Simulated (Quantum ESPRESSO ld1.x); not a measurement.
Species: Ca II. Configuration: [Ar] 4s1. Method: scalar-relativistic Kohn-Sham, PW91, spin-unpolarised, spherical densities, point nucleus; computed with ld1.x of Quantum ESPRESSO 7.5. Some entries of the table are withheld. Estimate them.

| orbital | occ. | eigenvalue (eV) | <r^2> (bohr^2) | <1/r> (bohr^-1) |
|---|---|---|---|---|
| 1s | 2 | -3957.72 | (1) | (2) |
| 2s | 2 | -421.533 | 0.1572 | 4.046 |
| 2p | 6 | -342.044 | (3) | 3.950 |
| 3s | 2 | -54.0437 | 1.538 | 1.211 |
| 3p | 6 | -34.9559 | 1.889 | 1.080 |
| 4s | 1 | -8.9858 | 14.74 | 0.3611 |
| 3d | 0 | -8.4013 | 5.066 | 0.6980 |
| 4p | 0 | -5.9596 | (4) | (5) |

Answer. 
(1) 1s <r^2> (bohr^2): 0.007943
(2) 1s <1/r> (bohr^-1): 19.74
(3) 2p <r^2> (bohr^2): 0.1329
(4) 4p <r^2> (bohr^2): 22.46
(5) 4p <1/r> (bohr^-1): 0.2898
